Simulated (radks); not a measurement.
The numbers below are computed, except where a source is named.
Question: The mean radii <r> (bohr) of the occupied orbitals of an atom or ion are listed with their occupations. Code: a radial shooting solver on a logarithmic mesh with Libxc functionals. Model: Dirac Kohn-Sham, PW91, spin-unpolarised, spherical densities, point nucleus.

orbital  occ.      <r>
1s1/2       2  0.02507
2s1/2       2   0.1070
2p1/2       2  0.08990
2p3/2       4  0.09600
3s1/2       2   0.2848
3p1/2       2   0.2747
3p3/2       4   0.2867
3d3/2       4   0.2577
3d5/2       6   0.2615
4s1/2       2   0.6541
4p1/2       2   0.6745
4p3/2       4   0.7015
4d3/2       4   0.7620
4d5/2       6   0.7717
5s1/2       2    1.557
5p1/2       2    1.746
5p3/2       4    1.825
5d3/2       1    2.760
6s1/2       1    4.117
6d3/2       1    11.16

Name the element and its charge. Open shells, if any, fill j = l - 1/2 first.

Answer: Z = 57, lanthanum, charge 0: La in [Xe] 5d1 6s1 6d1. The 1s radius gives Z: for a bare nucleus <r> = (2 gamma + 1)/(2Z) with gamma = sqrt(1 - (Z/c)^2), 0.02473 bohr for Z = 57, and screening makes it slightly larger (0.02507 here). The occupations add up to 57, and the charge is Z minus that.
